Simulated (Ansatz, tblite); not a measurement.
Cost and result up the ladder for Sn₁₀H₁₅⁺, a cluster with a defect cut from the lattice of tin (one cap removed) (25 atoms). The state is a singlet with charge 1. Geometry: PBE-D4/def2-SVP.

Cartesian coordinates in Å:
```
Sn 0.684 -2.281 2.445
Sn 0.482 2.304 2.170
Sn 3.074 -0.179 -0.893
Sn -0.655 -2.594 -2.123
Sn -0.849 1.996 -2.354
Sn -3.273 -0.070 0.967
Sn 2.151 0.070 1.758
Sn -1.392 -2.121 0.552
Sn -1.658 2.199 0.339
Sn 0.859 -0.228 -2.635
H 0.006 -2.225 4.032
H 1.566 -3.745 2.195
H -0.107 2.330 3.794
H 1.400 3.731 1.838
H 4.029 -1.607 -1.078
H 4.009 1.228 -1.262
H 0.281 -4.042 -2.204
H -2.081 -2.718 -3.089
H 0.052 3.418 -2.747
H -2.221 1.841 -3.393
H -3.794 -0.105 2.612
H -4.601 -0.291 -0.114
H 3.460 0.032 2.901
H -2.768 3.515 0.576
H 1.345 -0.459 -4.287
```

Ansatz on 2 threads of AMD EPYC 7R13 on a shared host and a share (18 GiB) of an NVIDIA H100 80GB HBM3; xTB runs through tblite on one thread. Times are rough, summed over both states, and most runs start from the orbitals of an earlier one. CAM-B3LYP-D4/def2-TZVP serves as the yardstick here, not as an exact answer. The other state is a doublet.

In the def2 sets Sn takes a core potential; there is no spin–orbit coupling. The xTB rows come from tblite. Single mean-field runs in def2-TZVP are fitted with def2-universal-jkfit.

Run but left out: PBE-D4/def2-TZVP (charge +2 doublet: an occupied level 0.06 eV above an empty one).

Raw xTB energies of ions are shifted by several eV.

```
                 level  functions  wall time
              GFN1-xTB        120     0.11 s
              GFN2-xTB        105     0.21 s
CAM-B3LYP-D4/def2-TZVP        590       38 s
     PBE0-D4/def2-TZVP        590       43 s
```

Task: Estimate what each level gives for the vertical IE (eV).

Result: 
```json
{"level": "GFN1-xTB", "vertical IE (eV)": "15.44", "difference from CAM-B3LYP-D4/def2-TZVP (eV)": "4.10"}
{"level": "GFN2-xTB", "vertical IE (eV)": "15.32", "difference from CAM-B3LYP-D4/def2-TZVP (eV)": "3.98"}
{"level": "CAM-B3LYP-D4/def2-TZVP", "vertical IE (eV)": "11.34", "difference from CAM-B3LYP-D4/def2-TZVP (eV)": "0.00"}
{"level": "PBE0-D4/def2-TZVP", "vertical IE (eV)": "11.18", "difference from CAM-B3LYP-D4/def2-TZVP (eV)": "-0.17"}
```
